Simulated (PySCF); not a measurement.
Point-charge models of `N([Si@](P)(N)N=C)(C)C` against its computed dipole.

Coordinates (GFN2-xTB, Å) and charges (e) from the PBE0/pcSseg-1 density (PySCF):

| atom | x | y | z | Mulliken | IAO | Hirshfeld | ESP-fitted |
| --- | --- | --- | --- | --- | --- | --- | --- |
| C1 | -2.796 | -0.729 | -0.426 | +0.0313 | -0.0791 | +0.0183 | +0.1039 |
| N2 | -1.647 | -0.947 | 0.005 | -0.5447 | -0.5298 | -0.2326 | -0.5165 |
| Si3 | -0.397 | 0.213 | 0.392 | +0.9761 | +1.1688 | +0.4029 | +0.8430 |
| N4 | -0.065 | 0.138 | 2.098 | -0.6059 | -0.8542 | -0.3281 | -1.0847 |
| P5 | -0.954 | 2.315 | -0.186 | -0.2993 | -0.1610 | -0.0380 | -0.4958 |
| N6 | 0.923 | -0.278 | -0.586 | -0.7807 | -0.5047 | -0.1769 | -0.1466 |
| C7 | 1.966 | 0.637 | -0.966 | -0.0709 | -0.2909 | -0.0701 | -0.5786 |
| C8 | 1.337 | -1.656 | -0.612 | -0.0773 | -0.3022 | -0.0730 | -0.1491 |
| H9 | -3.468 | -1.564 | -0.606 | +0.1110 | +0.1377 | +0.0468 | +0.0745 |
| H10 | -3.196 | 0.270 | -0.646 | +0.0952 | +0.0984 | +0.0362 | +0.0752 |
| H11 | -0.732 | 0.525 | 2.749 | +0.1917 | +0.2620 | +0.1114 | +0.3851 |
| H12 | 0.294 | -0.732 | 2.461 | +0.1928 | +0.2616 | +0.1142 | +0.4150 |
| H13 | -2.097 | 2.311 | 0.589 | +0.0481 | -0.0081 | -0.0152 | +0.1345 |
| H14 | -0.219 | 2.915 | 0.816 | +0.0669 | +0.0063 | -0.0089 | +0.1539 |
| H15 | 1.570 | 1.652 | -0.979 | +0.1291 | +0.1381 | +0.0349 | +0.2168 |
| H16 | 2.813 | 0.598 | -0.270 | +0.0981 | +0.1194 | +0.0320 | +0.1794 |
| H17 | 2.332 | 0.391 | -1.966 | +0.1093 | +0.1349 | +0.0399 | +0.1723 |
| H18 | 2.146 | -1.846 | 0.104 | +0.0911 | +0.1129 | +0.0293 | +0.0779 |
| H19 | 0.489 | -2.285 | -0.363 | +0.1309 | +0.1564 | +0.0378 | +0.0544 |
| H20 | 1.695 | -1.917 | -1.611 | +0.1073 | +0.1336 | +0.0389 | +0.0856 |

Task: What dipole does each set of charges give (1 e·Å = 4.803 D), and what does the density give?

Result: The full density gives (-0.46, -0.61, 1.35) D, 1.55 D in size; dipole vectors point from the negative to the positive end.

```csv
scheme,μx,μy,μz,size (D),share of the full size (%),angle to the full dipole (°)
Mulliken,0.34,-0.08,0.49,0.60,39,54
IAO,-0.39,0.29,0.06,0.49,31,83
Hirshfeld,-0.36,0.06,0.04,0.37,24,71
ESP-fitted,-0.44,-0.59,1.33,1.52,98,1
```

Task: Which set comes closest?

Result: Length of the difference vector: ESP-fitted 0.04 D, Mulliken 1.29 D, Hirshfeld 1.47 D, IAO 1.57 D. Closest: ESP-fitted. 

Task: What is left for the Hirshfeld atoms' own dipoles?

Result: The shares of the density sum to the whole, so what Σ q r misses lies in dipoles about the nuclei. The atomic dipoles sum to (-0.46, -0.61, 1.35) − (-0.36, 0.06, 0.04) = (-0.10, -0.68, 1.31) D, 1.47 D in size.

Task: With the origin at the mean of the coordinates, (0.000, 0.001, 0.000) Å, which are the largest single terms, by size, of the IAO dipole along the direction of the full one?

Result: N4 -7.33, H11 +3.02, H12 +2.94, C7 +2.34, N2 -2.21 D; all 20 atoms together +0.06 D. The single terms depend on the origin, their sum doesn't.

Task: Give the size of the full dipole in other units.

Result: 1.55 D = 0.611 au = 0.323 e·Å = 5.18 × 10⁻³⁰ C·m.

The structure is a single GFN2-xTB conformer in the gas phase; no vibrational or solvent corrections.

Conformer computed: `[CH2:1]=[N:2][Si@:3]([NH2:4])([PH2:5])[N:6]([CH3:7])[CH3:8]`: C1–N2–Si3–N4 116°, N2–Si3–N6–C7 157°, H–N4–Si3–N2 -73°, H–N4–Si3–N2 63°, H–P5–Si3–N2 58°, H–P5–Si3–N2 150°.
